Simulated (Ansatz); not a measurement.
Born–Oppenheimer molecular dynamics of CH$_{5}$F$_{3}$OSi (11 atoms, charge 0, multiplicity 1). It starts at the highest image of a converged band, a first-order saddle point between two minima.

Theory: Ansatz, RKS B3LYP-D4/cc-pVDZ.

- ensemble: NVE (velocity Verlet)
- time step: 0.5 fs
- steps asked: 200
- starting velocities drawn for: 100 K
- seed: 3878

First frame:

```xyz
11
Properties=species:S:1:pos:R:3
Si -0.010 0.505 1.231
O 0.419 -0.073 -0.408
C -0.420 -0.449 -1.513
F -1.479 1.106 0.735
F 0.770 1.891 1.595
H -0.446 -0.376 2.327
H 1.341 -0.552 0.121
F 1.697 -0.455 1.266
H -0.708 -1.507 -1.428
H -1.310 0.191 -1.485
H 0.145 -0.282 -2.440
```

(1) How far do the bonds stretch over the last three quarters of this one trajectory? (Pairs bonded in most of those frames.)

Results:

(1) 
```csv
bond,mean (Å),spread (Å),shortest,longest
Si1–O2,1.688,0.035,1.64,1.78
Si1–F4,1.645,0.026,1.61,1.69
Si1–F5,1.631,0.016,1.61,1.65
Si1–H6,1.471,0.011,1.45,1.49
O2–C3,1.438,0.009,1.42,1.46
C3–H9,1.102,0.015,1.08,1.13
C3–H10,1.100,0.002,1.10,1.10
C3–H11,1.101,0.003,1.09,1.11
H7–F8,0.951,0.023,0.92,1.01
```

Mean temperature of the second half: 354 K. The conserved energy stayed within 0.047 meV per atom of its start (net change 0.012 meV per atom), so the integration is sound. The kinetic energy rose, since the run started high on the potential surface and went downhill. It ends in pieces (CH4F2OSi + FH), so much of that is their flight and rotation, not heat. A run of 0.1 ps of so small a system gives no equilibrium averages. The orbitals stay closed-shell, which can raise the energy where a bond breaks towards radicals; this wasn't checked here.

The run took 11 min on 2 threads of Arm Neoverse V1, with other jobs on the host, peak memory 0.27 GiB.
